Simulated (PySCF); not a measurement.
B3LYP has the VWN-RPA correlation part, as in Gaussian. Excitations are Tamm–Dancoff values on a coarser integration grid. The basis has no diffuse functions, so Rydberg states are missing or too high.

Cartesian coordinates (Å):
```xyz
7

O      1.9585     0.3256     0.1122
In     0.0002     0.0000     0.0000
O     -0.6887    -1.8515    -0.2257
O     -1.2698     1.5257     0.1136
H      2.4626    -0.4931     0.0442
H     -1.6515    -1.8733    -0.2661
H     -0.8112     2.3666     0.2218
```
Charge 0, spin multiplicity 1.

Problem. Estimate the T1 excitation (TDA), brightest of the four lowest singlets (TDA), S1–T1 gap (TDA), HOMO and LUMO that B3LYP-D3(BJ)/def2-TZVP run with PySCF returns for this input.

Solution. 
```
Property                                        Value
-------------------------------------------  --------
T1 excitation (TDA)                           4.37 eV
brightest of the four lowest singlets (TDA)   5.78 eV
S1–T1 gap (TDA)                               0.38 eV
HOMO                                         -8.40 eV
LUMO                                         -2.37 eV
```
